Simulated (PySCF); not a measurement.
A structure optimised at PBE-D3(BJ)/def2-SVP, used in a PySCF frequency run:

```
N
C 1 1.3937
C 2 1.3546 1 127.21
H 3 1.0979 2 119.81 1 176.02
H 3 1.1016 4 117.24 2 179.49
H 2 1.1060 3 119.23 4 -2.50
C 1 1.4580 2 117.18 6 -16.01
H 7 1.1071 1 110.31 2 167.22
H 7 1.1123 8 107.54 1 120.71
H 7 1.1144 8 107.73 9 115.79
Si 1 1.7705 2 120.38 6 171.25
H 11 1.5016 1 105.89 2 -171.98
H 11 1.5030 12 111.19 8 -124.00
H 11 1.5083 12 109.14 8 117.01
```
Charge 0, spin multiplicity 1.

Task: Write its SMILES and formula.

Result: C=CN(C)[SiH3], C3H9NSi

Task: What are its rotational constants (standard atomic weights)?

Result: 4.5944, 3.5775, 2.0959 GHz
